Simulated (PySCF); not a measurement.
This script is equivalent to a calculation on Ga⁺ (gallium, charge +1).

```python
from pyscf import gto, scf, dft, mp, cc
import basis_set_exchange as bse
txt = bse.get_basis("cc-pVDZ-PP", elements=["Ga"], fmt="nwchem", header=False)
cut = txt.index("\nECP")
mol = gto.M(atom="Ga 0 0 0", charge=1, spin=0, symmetry="D2h",
            basis=gto.basis.parse(txt[:cut]),
            ecp={"Ga": gto.basis.parse_ecp(txt[cut:])})
mf = scf.UHF(mol)
mf.irrep_nelec = {'Ag': (4, 4), 'B1g': (1, 1), 'B2g': (1, 1), 'B3g': (1, 1), 'B1u': (1, 1), 'B2u': (1, 1), 'B3u': (1, 1)}
mf.kernel()
```

(1) What total energy does it give?

(2) Which occupied shell lies highest, and where?

Energies and moments cover only the electrons outside the core potential.

Results:

(1) -258.08810 hartree (calculated).

(2) 4s, at -19.035 eV.
